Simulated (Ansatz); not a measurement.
A nudged elastic band was laid between two geometries of CH4ClO2SbSi (10 atoms, charge 0, multiplicity 1).

The calculation used RKS LDA/def2-SVP (Ansatz 0.2.0).

| Quantity | Value |
| --- | --- |
| movable images | 9 |
| climbing image | yes |
| spring | 5.0 eV/Å² |
| optimiser | quadratic models (default) |
| start path | straight line |
| force threshold | 0.05 eV/Å |
| iteration limit | 60 |
| end points | relaxed |

First end point:

```xyz
10
Properties=species:S:1:pos:R:3
O -1.513 -0.561 -0.099
C -0.371 -0.230 0.095
Si 0.495 0.395 1.659
Cl -0.708 1.003 3.207
Sb 0.949 -0.464 -1.773
O -0.714 -1.172 -2.562
H 1.361 1.522 1.167
H 1.348 -0.772 2.078
H 0.628 1.256 -1.929
H -1.391 -1.028 -1.840
```

Last end point:

```xyz
10
Properties=species:S:1:pos:R:3
O -1.149 0.688 -0.464
C -0.146 0.047 0.052
Si 0.486 0.169 1.786
Cl -0.857 -0.454 3.226
Sb 0.926 -1.188 -1.207
O -0.517 -0.465 -2.519
H 0.918 1.562 2.151
H 1.665 -0.776 1.747
H -0.118 -0.007 -3.285
H -1.125 0.372 -1.484
```

**Question.** What changes between the two ends?

**Answer.** Bonds broken: Sb5–H9, O6–H10. Bonds formed: O1–H10, O6–H9.

**Question.** What energy profile does the band end with?

**Answer.** The forces met the threshold. The highest image is number 5 of 0 to 10, 1.24 eV above the first end and 1.84 eV above the last; the last end lies 0.60 eV below the first. Another band between the same ends (9 images) ends at a top of the same energy, where a vibrational analysis finds 1 clearly imaginary mode. The orbitals stay closed-shell, which can raise the energy where a bond breaks towards radicals; this wasn't checked here.

```
image  path coordinate (Å)  energy (eV)  Sb5–H9 (Å)  O6–H10 (Å)  O1–H10 (Å)
    0                 0.00         0.00        1.76        1.00        1.81
    1                 0.68         0.01        1.76        1.00        1.80
    2                 1.36         0.02        1.76        1.00        1.80
    3                 2.04         0.04        1.76        1.00        1.80
    4                 2.72         0.34        1.72        1.00        1.78
    5                 3.40         1.24        1.78        1.02        1.68
    6                 3.79         0.45        1.98        1.06        1.61
    7                 4.17        -0.27        2.32        1.14        1.36
    8                 4.55        -0.52        2.50        1.38        1.11
    9                 4.93        -0.58        2.58        1.44        1.08
   10                 5.32        -0.60        2.61        1.46        1.07
```

**Question.** What is the geometry of the highest image?

**Answer.** 
```xyz
10
Properties=species:S:1:pos:R:3:forces:R:3
O -1.367 0.411 -0.265 0.00 0.00 0.00
C -0.277 -0.028 0.069 0.01 0.00 0.00
Si 0.582 0.283 1.733 0.00 0.00 0.00
Cl -0.615 -0.209 3.331 0.00 0.00 0.00
Sb 0.760 -1.245 -1.468 0.00 0.00 0.00
O -0.876 -0.534 -2.619 0.00 0.00 0.00
H 0.963 1.735 1.824 0.00 0.00 0.00
H 1.803 -0.599 1.707 0.00 0.00 0.00
H 0.505 0.222 -2.440 0.00 0.00 0.00
H -1.395 -0.086 -1.868 0.00 0.00 0.00
```

Run time: 9.6 min on 2 threads of Intel(R) Xeon(R) Platinum 8488C (Sapphire Rapids), on a shared host, peak memory 0.2 GiB.
